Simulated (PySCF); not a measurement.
**WS₂⁻: breathing scan**

Method: UPBE0 in PySCF with W def2-SVPD with ECP60, S def2-SVPD; scalar-relativistic core potentials, no spin–orbit coupling; density-fitted integrals.

Rigid scan from the quartet minimum (W–S 2.206 Å (×2); S–W–S 140.6°). Coordinate: all bonds to the central atom scaled together. Energies in kJ/mol from the minimum.

| scale of all bonds to the centre | E (kJ/mol) | dipole size (D, about the centre of mass) | ⟨S²⟩ |
| --- | --- | --- | --- |
| 0.88 | 249.5 | 1.35 | 3.78 |
| 0.92 | 97.0 | 1.66 | 3.78 |
| 0.96 | 21.3 | 2.00 | 3.80 |
| 1.00 | 0.0 | 2.33 | 3.81 |
| 1.04 | 16.4 | 2.66 | 3.84 |
| 1.08 | 58.0 | 2.97 | 3.89 |
| 1.14 | 147.8 | 3.37 | 4.01 |
| 1.22 | 286.1 | 3.80 | 4.31 |
| 1.35 | 494.9 | 4.35 | 4.91 |

Spin contamination is strong at 1.14, 1.22, 1.35, so these points are less reliable.

Other spin states or occupations of the open shell can lie lower. With an element this heavy the missing spin–orbit coupling can shift these numbers.

Other isomers or separated fragments may lie lower.
